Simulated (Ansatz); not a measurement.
This geometry of CH₇IOSi₂ (12 atoms, charge 0, multiplicity 1) is a first-order saddle point.

The calculation used RKS r2SCAN/def2-SVP (Ansatz 0.2.0).

```xyz
12
Properties=species:S:1:pos:R:3
C -1.186 1.280 -0.354
Si 0.382 0.269 -0.289
O 0.865 -0.182 -1.820
Si 0.216 -1.646 1.054
I 2.168 1.695 0.709
H -1.520 1.555 0.659
H -1.036 2.203 -0.936
H -1.983 0.690 -0.838
H 1.637 0.262 -2.192
H -0.799 -2.593 0.492
H -0.208 -1.258 2.434
H 1.542 -2.330 1.116
```

Which two structures does it join? (They come from a converged band through this point; their orientation in space is the band's.)

No bond is made or broken. The dihedral I5–Si2–O3–H9 goes from -57 to 60°.

Initial state:

```xyz
12
Properties=species:S:1:pos:R:3
C -1.128 1.272 -0.388
Si 0.433 0.249 -0.248
O 0.994 -0.259 -1.732
Si 0.227 -1.668 1.076
I 2.141 1.711 0.836
H -1.484 1.579 0.608
H -0.958 2.185 -0.982
H -1.920 0.680 -0.877
H 1.242 0.426 -2.366
H -0.780 -2.607 0.488
H -0.235 -1.264 2.439
H 1.545 -2.360 1.181
```

Final state:

```xyz
12
Properties=species:S:1:pos:R:3
C -1.217 1.332 -0.356
Si 0.367 0.361 -0.277
O 0.820 0.072 -1.856
Si 0.259 -1.614 0.989
I 2.103 1.743 0.863
H -1.567 1.601 0.652
H -1.068 2.258 -0.935
H -1.997 0.733 -0.854
H 1.652 -0.398 -1.987
H -0.765 -2.552 0.428
H -0.100 -1.299 2.405
H 1.591 -2.294 0.962
```

How far does it lie above each of them?

0.4 kcal/mol above the first and 1.3 kcal/mol above the second. This is the barrier of this one path; another mechanism may lie lower.

Run time: 3.9 min on 2 threads of Intel(R) Xeon(R) Platinum 8488C (Sapphire Rapids), on a shared host, peak memory 0.21 GiB.
